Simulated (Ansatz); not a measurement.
BH4NSn, SMILES `[BH]1[NH][SnH2]1`. Total charge 0; spin multiplicity 1. Sn: def2 effective core potential.

```xyz
7

B    -0.463   -1.157    0.265
N     0.204   -0.609   -0.749
Sn   -0.053    1.012    0.676
H    -0.962   -2.142    0.701
H     0.560   -0.930   -1.636
H    -0.829    2.251   -0.226
H     1.543    1.575    0.970
```

Question: What are the harmonic wavenumbers in cm⁻¹ at PBE0-D4/def2-TZVP (Ansatz, finite differences of forces, unscaled)? (An estimate is asked.)

Answer: Computed: 298, 319, 456, 471, 541, 547, 729, 778, 802, 904, 1469, 1889, 1893, 2708, 3617.

Question: Is this a minimum?

Answer: Yes, all 15 modes are real.

Question: Give the ideal-gas thermochemistry at 298.15 K and 1 bar (rigid rotor, harmonic oscillator; point group Cs, symmetry number 1).

Answer: Zero-point energy 104.2 kJ/mol; H(298) − E = 119.5 kJ/mol; entropy 297.7 J/(mol·K), of which translation 171.1, rotation 100.5, vibration 26.1; G(298) − E = 30.7 kJ/mol.

Question: And at 400, 500, 600, 800 and 1000 K?

Answer: 
```csv
T (K),H − E (kJ/mol),S (J/mol/K),G − E (kJ/mol)
400,128.3,323.1,-1.0
500,138.1,345.0,-34.4
600,148.8,364.5,-69.9
800,172.2,398.1,-146.2
1000,197.5,426.3,-228.8
```
